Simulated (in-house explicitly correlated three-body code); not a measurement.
Computed with an exponentially correlated three-body code. Model: two electrons around a point charge, non-relativistic, variational in 260 exponentially correlated functions (energies converged to about 1e-7 hartree, or 1e-8 relative for large Z).

For two electrons in a singlet the Kohn-Sham orbital is the square root of half the density, so the exact Kohn-Sham potential and energy parts follow from the density alone, and exchange is minus half the Hartree energy. The Kohn-Sham level equals minus the binding energy of the second electron.

Command:
```bash
python run_hyl.py task.json out
```
Settings (lengths in bohr, energies in hartree):
```
Z                      1.3
interaction_strength   1
functions              260
states_tried           13
```

Cost of the run: 30 s on 1 thread of Intel(R) Xeon(R) Platinum 8488C (Sapphire Rapids), with other jobs on the host.

**Those bound S and P states to n = 4 that converged, binding against the one-electron ion.**

Given: nuclear charge 1.3.

Computed: one-electron threshold -0.845 hartree.

```json
{"term": "1 1S", "energy (hartree)": "-1.02989666", "binding (eV)": "5.0313", "quantum defect": "0.50667"}
{"term": "2 3S", "energy (hartree)": "-0.867063636", "binding (eV)": "0.60038", "quantum defect": "0.57187"}
{"term": "2 1S", "energy (hartree)": "-0.861877123", "binding (eV)": "0.45925", "quantum defect": "0.36711"}
{"term": "2 3P", "energy (hartree)": "?", "binding (eV)": "?", "quantum defect": "?"}
{"term": "2 1P", "energy (hartree)": "-0.856289683", "binding (eV)": "0.30721", "quantum defect": "0.0035181"}
{"term": "3 3S", "energy (hartree)": "-0.852587295", "binding (eV)": "0.20646", "quantum defect": "0.56464"}
{"term": "3 1S", "energy (hartree)": "?", "binding (eV)": "?", "quantum defect": "?"}
{"term": "3 3P", "energy (hartree)": "-0.850117823", "binding (eV)": "0.13926", "quantum defect": "0.034734"}
{"term": "3 1P", "energy (hartree)": "-0.850009243", "binding (eV)": "0.13631", "quantum defect": "0.002769"}
{"term": "4 3S", "energy (hartree)": "-0.848808701", "binding (eV)": "0.10364", "quantum defect": "0.5627"}
{"term": "4 1S", "energy (hartree)": "-0.848388852", "binding (eV)": "0.092215", "quantum defect": "0.35599"}
{"term": "4 3P", "energy (hartree)": "-0.847863777", "binding (eV)": "0.077927", "quantum defect": "0.035973"}
{"term": "4 1P", "energy (hartree)": "-0.847815989", "binding (eV)": "0.076627", "quantum defect": "0.0024785"}
```

What belongs in the row 2 3P?

energy (hartree): -0.85660766; binding (eV): 0.31586; quantum defect: 0.031054.

What belongs in the row 3 1S?

energy (hartree): -0.85144925; binding (eV): 0.17549; quantum defect: 0.35849.

**Converged states only, values per electron or pair.**

```
term  mean r (bohr)  mean r squared (bohr²)  mean inverse r (1/bohr)  mean r12 (bohr)  mean inverse r12 (1/bohr)  mean cosine  mean p1 dot p2 (bohr⁻²)  delta r1 (bohr⁻³)  delta r12 (bohr⁻³)
1 1S         1.6707                  4.0311                   0.9883           2.6286                    0.50978    -0.092976                 0.070606            0.41504            0.013921
2 3S         5.7521                  65.356                  0.71242           10.448                    0.11816     -0.01357                0.0013236            0.35258                   -
2 1S              ?                       ?                        ?                ?                          ?            ?                        ?                  ?                   ?
2 3P         8.5493                  154.73                  0.68939           16.005                   0.079205    -0.008453               -0.0017372            0.34916                   -
2 1P         8.8821                  166.43                  0.68754           16.664                   0.075034   -0.0057333                0.0011738            0.34961          5.2305e-06
3 3S         15.449                  507.49                  0.67301           29.776                   0.044656   -0.0028666                0.0002743            0.35027                   -
3 1S         18.089                  699.25                  0.66974            35.05                   0.038431   -0.0021996               0.00043793            0.35017          9.3387e-05
3 3P              ?                       ?                        ?                ?                          ?            ?                        ?                  ?                   -
3 1P         21.375                  997.34                  0.66666           41.619                   0.033302   -0.0016483               0.00039812            0.34964          1.8085e-06
4 3S         30.148                    1975                  0.66188           59.158                   0.023273   -0.0010287               9.7502e-05            0.34988                   -
4 1S         33.825                  2490.8                  0.66063            66.51                   0.020849  -0.00084986               0.00016734            0.34986          3.5857e-05
4 3P         38.164                  3209.5                  0.65964           75.188                   0.019345   -0.0010608              -0.00025449            0.34959                   -
4 1P         38.866                  3326.2                  0.65937            76.59                    0.01873  -0.00068716               0.00017454            0.34965          7.9992e-07
```

What belongs in the row 2 1S?

mean r (bohr): 7.3535; mean r squared (bohr²): 108.92; mean inverse r (1/bohr): 0.69887; mean r12 (bohr): 13.623; mean inverse r12 (1/bohr): 0.093311; mean cosine: -0.0088632; mean p1 dot p2 (bohr⁻²): 0.0018291; delta r1 (bohr⁻³): 0.35178; delta r12 (bohr⁻³): 0.0003878.

What belongs in the row 3 3P?

mean r (bohr): 20.853; mean r squared (bohr²): 950.72; mean inverse r (1/bohr): 0.66729; mean r12 (bohr): 40.578; mean inverse r12 (1/bohr): 0.034706; mean cosine: -0.0025216; mean p1 dot p2 (bohr⁻²): -0.00058396; delta r1 (bohr⁻³): 0.34951.

**Exact Kohn-Sham parts of the ground state from its density.**

Computed: total energy -1.02989666 hartree; Hartree energy 1.1644 hartree; DFT correlation energy -0.040543 hartree; kinetic part of the DFT correlation energy 0.031861 hartree; potential part of the DFT correlation energy -0.072405 hartree; exact minus restricted Hartree-Fock -0.040159 hartree; Kohn-Sham level -5.0313 eV; restricted Hartree-Fock level -5.4915 eV.

What is the exchange energy?

-0.58218 hartree.

What is the Kohn-Sham kinetic?

0.99804 hartree.

**Density and exact potentials over r, pair density (one pair, times 4 pi r12^2) and exact minus Kohn-Sham pair density over r12.**

| radius (bohr) | radial density (electrons/bohr) | exchange potential (hartree) | intracule density (1/bohr) | Coulomb hole against Kohn-Sham (1/bohr) | correlation potential (hartree) |
| --- | --- | --- | --- | --- | --- |
| 0.164 | 0.18407 | -0.9693 | 0.0053578 | -0.007395 | -0.057 |
| 0.193 | 0.23688 | -0.9629 | 0.0075428 | -0.009964 | -0.053 |
| 0.229 | 0.30459 | -0.95406 | 0.01081 | -0.01353 | -0.049 |
| 0.27 | 0.38214 | -0.94297 | 0.015286 | -0.01799 | -0.043 |
| 0.319 | 0.47235 | -0.92856 | 0.021686 | -0.02371 | -0.036 |
| 0.378 | 0.57371 | -0.90993 | 0.030869 | -0.03089 | -0.027 |
| 0.446 | 0.67711 | -0.88723 | 0.043346 | -0.03914 | -0.018 |
| 0.528 | 0.77987 | -0.85882 | 0.060819 | -0.04848 | -0.007 |
| 0.623 | 0.86839 | -0.82533 | 0.083832 | -0.05768 | 0.005 |
| 0.737 | 0.93481 | -0.78535 | 0.1143 | -0.06558 | 0.016 |
| 0.871 | 0.96672 | -0.73971 | 0.15223 | -0.06984 | 0.026 |
| 1.03 | 0.95665 | -0.68851 | 0.1972 | -0.06794 | 0.034 |
| 1.22 | 0.90102 | -0.63234 | 0.24655 | -0.05753 | 0.038 |
| 1.44 | 0.80621 | -0.57434 | 0.29275 | -0.03853 | 0.038 |
| 1.7 | 0.68148 | -0.51498 | 0.32802 | -0.01315 | 0.035 |
| 2.01 | 0.53993 | -0.45555 | 0.34214 | 0.01322 | 0.028 |
| 2.37 | 0.40079 | -0.39925 | 0.3271 | 0.03261 | 0.02 |
| 2.81 | 0.27137 | -0.3448 | 0.28017 | 0.03994 | 0.012 |
| 3.32 | ? | ? | ? | ? | ? |
| 3.92 | 0.094168 | -0.25309 | 0.13868 | 0.02121 | 0.003 |
| 4.63 | ? | ? | ? | ? | ? |
| 5.48 | 0.019157 | -0.18227 | 0.034166 | 0.001082 | 0 |
| 6.47 | 0.0067048 | -0.15451 | 0.012369 | -0.001185 | 0 |

What belongs in the row 3.32?

radial density (electrons/bohr): 0.16864; exchange potential (hartree): -0.29622; intracule density (1/bohr): 0.21203; Coulomb hole against Kohn-Sham (1/bohr): 0.03419; correlation potential (hartree): 0.007.

What belongs in the row 4.63?

radial density (electrons/bohr): 0.046147; exchange potential (hartree): -0.21527; intracule density (1/bohr): 0.076371; Coulomb hole against Kohn-Sham (1/bohr): 0.008592; correlation potential (hartree): 0.001.

The correlation energy of density-functional theory lies 0.38 millihartree below exact minus Hartree-Fock, because the Hartree-Fock density, unlike the exact one, minimises the Hartree-Fock energy.
